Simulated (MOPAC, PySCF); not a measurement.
H3GaO3, SMILES `[OH][Ga]([OH])[OH]`, neutral singlet in the gas phase. 

Z-matrix (Å, degrees):
```
Ga
O 1 1.7775
H 2 0.9629 1 112.58
O 1 1.7841 2 117.04 3 -179.91
H 4 0.9619 1 114.42 2 -179.72
O 1 1.7934 2 118.00 3 0.08
H 6 0.9619 1 115.25 2 -179.83
```
Charge 0, spin multiplicity 1.

All levels are single points at this geometry (B3LYP-D3(BJ)/def2-TZVP); Pople sets use spherical d functions. Orbital energies aren't observables, and empty levels follow the basis.

M06-2X/6-31G* in PySCF gives gap (eV) = 10.02.

Q: Estimate the gap (eV) from each of these levels: B3LYP-D3(BJ)/def2-TZVP in PySCF; B3LYP/3-21G in PySCF; B3LYP/6-31G* in PySCF; B3LYP/LANL2DZ in PySCF; BP86/6-31G* in PySCF; PBE/6-31G* in PySCF; SVWN5/6-31G* in PySCF; HF/3-21G in PySCF; HF/6-31G* in PySCF; HF/STO-3G in PySCF; PM6 in MOPAC; PM7 in MOPAC.

A: 
| level | gap (eV) |
|---|---|
| B3LYP-D3(BJ)/def2-TZVP in PySCF | 7.19 |
| B3LYP/3-21G in PySCF | 6.43 |
| B3LYP/6-31G* in PySCF | 6.90 |
| B3LYP/LANL2DZ in PySCF | 7.23 |
| BP86/6-31G* in PySCF | 4.98 |
| PBE/6-31G* in PySCF | 4.88 |
| SVWN5/6-31G* in PySCF | 4.85 |
| HF/3-21G in PySCF | 14.95 |
| HF/6-31G* in PySCF | 15.12 |
| HF/STO-3G in PySCF | 14.44 |
| PM6 in MOPAC | 10.53 |
| PM7 in MOPAC | 11.37 |
